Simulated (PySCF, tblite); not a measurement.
Isomers of [C6H14OP]+ (charge +1), one GFN2-xTB conformer each. Single-point energies are computed at PBE0/pcSseg-1 (PySCF, gas phase, no added dispersion term), electronic only.

Task: Rank them by PBE0/pcSseg-1 energy, lowest first (kcal/mol).
A. `[CH3:1][CH2:2][CH2:3][PH2+:4][CH2:5][C:6]([CH3:7])=[O:8]` (charge +1) with C1–C2–C3–P4 57°, C2–C3–P4–C5 150°, C3–P4–C5–C6 70°, P4–C5–C6–C7 -178°
B. `[CH3:1][O:2][C@@H:3]1[CH2:4][P@H+:5]([CH3:6])[C@H:7]1[CH3:8]` (charge +1) with C1–O2–C3–C4 -89°, O2–C3–C4–P5 -89°, C3–C4–P5–C6 96°, C4–P5–C7–C8 -98°, O2–C3–C7–P5 93°
C. `[CH3:1][O:2][C@@H:3]1[CH2:4][CH2:5][PH2+:6][C@H:7]1[CH3:8]` (charge +1) with C1–O2–C3–C4 -80°, O2–C3–C4–C5 -52°, C3–C4–C5–P6 -17°, C4–C5–P6–C7 -16°, C5–P6–C7–C8 -81°
D. `[CH3:1][CH2:2][PH+:3]1[CH2:4][CH2:5][O:6][CH2:7][CH2:8]1` (charge +1) with C1–C2–P3–C4 156°, C2–P3–C4–C5 77°, P3–C4–C5–O6 -4°, C4–C5–O6–C7 79°, C5–O6–C7–C8 -77°

Result: D (0.0), A (1.0), C (8.7), B (12.9).

As drawn, the highest has a four-membered ring, which the lowest lacks. Neighbours under 5.0 kcal/mol apart (CC[PH+]1CCOCC1 and CCC[PH2+]CC(C)=O; CO[C@@H]1CC[PH2+][C@H]1C and CO[C@@H]1C[P@H+](C)[C@H]1C) can change places with a better method, another conformer or zero-point energy. GFN2-xTB itself gives, in the same order: 0.0, 5.6, 0.8, 16.2. Both levels put the same isomer lowest; measured from each level's own lowest isomer, the values differ by up to 7.9 kcal/mol (CO[C@@H]1CC[PH2+][C@H]1C: 0.8 against 8.7).

Task: Which frontier levels and rotational constants go with these structures?

Result: 
```csv
SMILES,"HOMO (eV, PBE0/pcSseg-1)",LUMO (eV),"A, B, C (MHz)"
CC[PH+]1CCOCC1,-12.40,-3.61,"2672, 1322, 1183"
CCC[PH2+]CC(C)=O,-12.53,-5.32,"4380, 794.4, 761.2"
CO[C@@H]1CC[PH2+][C@H]1C,-12.25,-4.29,"2439, 1463, 1356"
CO[C@@H]1C[P@H+](C)[C@H]1C,-11.64,-4.71,"2092, 1442, 1063"
```

Task: What happens when harmonic zero-point energies from GFN2-xTB frequencies are added?

Result: 
```json
{"SMILES": "CC[PH+]1CCOCC1", "ZPE (kcal/mol)": "118.2", "electronic (kcal/mol)": "0.0", "with ZPE (kcal/mol)": "1.7"}
{"SMILES": "CCC[PH2+]CC(C)=O", "ZPE (kcal/mol)": "115.6", "electronic (kcal/mol)": "1.0", "with ZPE (kcal/mol)": "0.0"}
{"SMILES": "CO[C@@H]1CC[PH2+][C@H]1C", "ZPE (kcal/mol)": "117.8", "electronic (kcal/mol)": "8.7", "with ZPE (kcal/mol)": "9.9"}
{"SMILES": "CO[C@@H]1C[P@H+](C)[C@H]1C", "ZPE (kcal/mol)": "116.4", "electronic (kcal/mol)": "12.9", "with ZPE (kcal/mol)": "12.8"}
```

The zero-point energies span 2.6 kcal/mol. CCC[PH2+]CC(C)=O becomes the lowest.
